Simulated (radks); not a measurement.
Initial-state core-level shifts of the scandium ion Sc2+ when its valence configuration changes from [Ar] 3d1. Calculated with a radial shooting solver on a logarithmic mesh with Libxc functionals: scalar-relativistic Kohn-Sham, LDA (Slater exchange, Perdew-Wang correlation), spin-polarised, spherical densities, finite nucleus; open shells are filled with parallel spins first; Fermi nuclear charge, rms radius 3.5459 fm. Shifts are changes of the shell-averaged eigenvalues in eV (positive: less bound); the change of the density at the nucleus, which sets a Mossbauer isomer shift, is in e/bohr^3, on a base of 7244.

valence          1s      2p      3s      3p  density at nucleus
4s1          -6.376  -7.341  -6.057  -5.770             +7.0260
3d0.5 4s0.5  -3.071  -3.530  -2.958  -2.818             +3.3177
3d0.5 4p0.5  -3.624  -4.084  -3.508  -3.359             +0.7424
4s0.5 4p0.5  -6.921  -7.891  -6.596  -6.298             +4.3158
